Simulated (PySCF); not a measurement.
Magnetisability: SMILES C=C(CC(N)=O)NC=O, C$_{5}$H$_{8}$N$_{2}$O$_{2}$

Geometry:
```
atom   x (Å)   y (Å)   z (Å)
  C1   0.509  -2.000   1.052
  C2   0.433  -0.909   0.295
  C3  -0.811  -0.539  -0.452
  C4  -1.710   0.314   0.457
  N5  -1.549   1.636   0.285
  O6  -2.482  -0.176   1.249
  N7   1.562  -0.070   0.204
  C8   1.744   1.098  -0.443
  O9   0.929   1.740  -1.065
 H10  -0.331  -2.660   1.147
 H11   1.395  -2.255   1.609
 H12  -1.361  -1.450  -0.689
 H13  -0.576   0.004  -1.364
 H14  -0.833   1.992  -0.334
 H15  -2.073   2.273   0.862
 H16   2.360  -0.433   0.708
 H17   2.788   1.447  -0.338
```

The calculation used PySCF, GIAO BHandHLYP/pcseg-1 magnetisability, rotational g tensor and spin-rotation constants, non-relativistic, gas phase. Geometry: GFN2-xTB.

How diamagnetic is it, and how anisotropic?

Isotropic -1124 × 10⁻³⁰ J/T², or -67.7 × 10⁻⁶ cm³/mol; principal values -1249, -1074, -1048 × 10⁻³⁰ J/T², anisotropy 189 × 10⁻³⁰ J/T² (root of half the summed squared differences of the principal values). The susceptibility is in cgs units.

Split it along the inertial axes a, b, c into diamagnetic and paramagnetic parts about the centre of mass, with the quadrupole moment.


```
axis  χ (10⁻⁶ cm³/mol)  diamagnetic (10⁻⁶ cm³/mol)  paramagnetic (10⁻⁶ cm³/mol)  summed x² of all electrons (Å²)  quadrupole Θ (D Å)
   a             -63.6                      -665.0                        601.4                            175.1               -7.19
   b             -65.1                      -861.1                        796.0                            128.9               +4.86
   c             -74.3                     -1289.8                       1215.5                             27.9               +2.33
```
Anisotropies 2χaa − χbb − χcc = +12.2 and 2χbb − χaa − χcc = +7.6 × 10⁻⁶ cm³/mol. Θ is traceless in Buckingham's convention.

And the rotational g tensor?


```csv
axis,rotational constant (GHz),g,nuclear part,electronic part
a,2.1627,-0.0273,0.5838,-0.6111
b,1.5182,-0.0231,0.5446,-0.5677
c,0.9832,-0.0101,0.5514,-0.5615
```
Asymmetric top; isotopes 12C, 1H, 14N, 16O; no vibrational averaging.
